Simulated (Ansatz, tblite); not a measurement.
Cost and result up the ladder for the cluster Si4Ge⁻ (5 atoms). Charge -1, multiplicity 2. Geometry: B3LYP-D4/def2-SVPD.

Cartesian coordinates in Å:
```
Si -1.145 -0.637 0.954
Si 1.539 0.053 0.507
Si -0.381 0.519 -1.488
Si 0.296 -1.571 -0.651
Ge -0.308 1.635 0.678
```

Ansatz on 4 threads of Arm Neoverse V2 on a shared host; xTB runs through tblite on one thread. Times are rough, summed over both states, and most runs start from the orbitals of an earlier one. r2SCAN0-D4/def2-TZVPD serves as the yardstick here, not as an exact answer. Differences are given only for rows in sets of like size (and for xTB, whose basis is part of the method), since another set adds its own error. The other state is a quartet at its own geometry, which has other bonds, so the gap mixes isomer and spin.

The xTB rows come from tblite. B3LYP takes the VWN-RPA correlation. Correlated methods freeze 29 core orbitals; core or outer-core shells of Ge are correlated, in sets that lack core-valence functions. The rows differ in basis, and correlated rows in double-zeta sets carry the largest basis error. The structure comes from a short search, and lower isomers may exist.

Run but left out: MP2/def2-TZVPD (quartet: ⟨S²⟩ 3.90, where a pure state has 3.75).

Correlated methods converge slowly with the basis, most of all in double-zeta sets.

xTB has no spin-polarisation term.

| level | functions | wall time |
| --- | --- | --- |
| GFN2-xTB | 45 | 0.02 s |
| HF/STO-3G | 54 | 1.1 s |
| PBE-D4/def2-TZVPD (with forces) | 226 | 14 s |
| PBE0-D4/def2-TZVPD | 226 | 27 s |
| B3LYP-D4/def2-TZVPD | 226 | 28 s |
| r2SCAN-D4/def2-TZVPD | 226 | 37 s |
| r2SCAN0-D4/def2-TZVPD | 226 | 50 s |
| CCSD(T)/def2-SVPD | 134 | 81 s |

Q: Estimate what each level gives for the quartet − doublet (eV).

A: 
| level | quartet − doublet (eV) | difference from r2SCAN0-D4/def2-TZVPD (eV) | remarks |
| --- | --- | --- | --- |
| GFN2-xTB | 1.16 | 0.17 | – |
| HF/STO-3G | 0.63 | – | HOMO above zero (doublet), HOMO above zero (quartet) |
| PBE-D4/def2-TZVPD (with forces) | 1.15 | 0.16 | – |
| PBE0-D4/def2-TZVPD | 1.07 | 0.08 | – |
| B3LYP-D4/def2-TZVPD | 1.10 | 0.11 | – |
| r2SCAN-D4/def2-TZVPD | 1.05 | 0.06 | – |
| r2SCAN0-D4/def2-TZVPD | 0.99 | 0.00 | – |
| CCSD(T)/def2-SVPD | 1.21 | – | spin-contaminated (⟨S²⟩ 3.89) (quartet) |
